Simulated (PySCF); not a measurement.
Calculation: PBE-D3(BJ)/def2-TZVP (PySCF). Gas-phase values, no solvent. Excitations are Tamm–Dancoff values on a coarser integration grid. The basis has no diffuse functions, so Rydberg states are missing or too high.

Reference species (SMILES): `F[SiH](F)F` (neutral, multiplicity 1).

| Quantity | Value |
|---|---|
| S1–T1 gap (TDA) | 0.86 eV |
| dipole moment | 1.27 D |
| T1 excitation (TDA) | 9.13 eV |

After one change: the S1–T1 gap (TDA) falls by 0.34 eV; the dipole moment rises by 1.56 D; the T1 excitation (TDA) decreases by 2.81 eV.

**Question.** What was changed between the two runs? The new species is one of these.
A. `F[Si](F)(F)I`
B. `N[Si](F)(F)F`
C. `B[Si](F)(F)F`
D. `F[Si](F)(F)Br`

**Answer.** B, `N[Si](F)(F)F`
